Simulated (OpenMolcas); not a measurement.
# What dynamic correlation does to the levels of Ge2+

```yaml
Program: OpenMolcas 26.06
Basis: ANO-RCC-VQZP [7s6p4d2f1g]
Scalar_Hamiltonian: DKH2, point nucleus
Active_space: 2 electrons in 8 orbitals (4s 4p 5s 5p)
State_averaging: 2S+1 = 3 even, 3 roots; 2S+1 = 1 even, 7 roots; 2S+1 = 3 odd, 3 roots; 2S+1 = 1 odd, 3 roots
Spin-orbit_coupling: state interaction with AMFI integrals over the reference wave functions, term energies averaged over their components
```

Methods on the same reference wave functions:
A. CASSCF
B. SS-CASPT2, IPEA 0.25 Eh, imaginary shift 0.1 Eh (closed shells correlated: 3d)
C. MS-CASPT2, IPEA 0.25 Eh, imaginary shift 0.1 Eh (closed shells correlated: 3d)

Energies in cm⁻¹ above 4s² ¹S₀, the measured ground level; measured values from Sugar and Musgrove, J. Phys. Chem. Ref. Data 22, 1213 (1993).

```json
{"Level": "4s² ¹S₀", "A": "0.0", "B": "0.0", "C": "0.0", "Measured": "0.0"}
{"Level": "4s 4p ³P°₀", "A": "58960", "B": "60740", "C": "60810", "Measured": "61734"}
{"Level": "4s 4p ³P°₁", "A": "59627", "B": "61410", "C": "61470", "Measured": "62500"}
{"Level": "4s 4p ³P°₂", "A": "61017", "B": "62800", "C": "62870", "Measured": "64144"}
{"Level": "4s 4p ¹P°₁", "A": "98902", "B": "91980", "C": "92040", "Measured": "91873"}
```

Deviations, from unrounded energies. A percentage is the sum of absolute deviations over the sum of measured energies, with the sign that they share, or ± where signs differ.

```json
{"Against measurement": "mean absolute deviation (cm-1)", "Levels": "4", "A": "4000", "B": "880", "C": "850"}
{"Against measurement": "other configurations (%)", "Levels": "4", "A": "±5.6", "B": "±1.3", "C": "±1.2"}
```

B, C lie about equally close to measurement and A furthest from it. The largest miss of C in the table is 4s 4p ³P°₂, by -1300 cm-1. The ranking rests on the paired levels alone, and a cruder setting can come out closer through cancelling errors.

Between B and C the level of the table that moves most is 4s 4p ¹P°₁, by 67 cm-1 (lowest in B, highest in C). Moves below CASPT2's spread within the term are not significant.

The lowest spin-free term lies below A's lowest term by 0.430 hartree in B, 0.431 hartree in C.

Over all roots computed the reference weight is 0.89 to 0.96 in B, 0.89 to 0.96 in C; the roots of lowest weight are the least certain, and an intruder state may touch them. The run also gave levels led by 4s 5s, which use shells meant for correlation; these and all levels above them are left out. Computed and measured levels are paired by configuration, term and J; levels that our copy of the source lacks, or whose pairing is in doubt (as where it misses far off the trend of its configuration), stay unpaired and out of the deviations. Only configurations of the active space appear. Levels that lie high or do not pair safely by name in every column are left out.

° marks odd parity.
